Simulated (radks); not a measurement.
The titanium ion Ti+, configuration [Ar] 3d2 4s0.75 4f0.25 (fractional occupations, a model configuration). Method: scalar-relativistic Kohn-Sham, LDA (Slater exchange, Perdew-Wang correlation), spin-unpolarised, spherical densities, point nucleus; computed with a radial shooting solver on a logarithmic mesh with Libxc functionals. Some entries of the table are withheld. Estimate them.

orbital,occ.,eigenvalue (hartree),<1/r> (bohr^-1)
1s,2,-178.7846,(1)
2s,2,-19.99877,4.534
2p,6,-16.63704,4.446
3s,2,-2.61062,1.397
3p,6,-1.74772,1.266
3d,2,(2),0.9017
4s,0.75,-0.42446,0.4220
4p,0,(3),0.3421
5s,0,(4),0.1688
4f,0.25,(5),(6)

Answer. 
(1) 1s <1/r> (bohr^-1): 21.76
(2) 3d eigenvalue (hartree): -0.47684
(3) 4p eigenvalue (hartree): -0.27876
(4) 5s eigenvalue (hartree): -0.14142
(5) 4f eigenvalue (hartree): -0.06413
(6) 4f <1/r> (bohr^-1): 0.09834
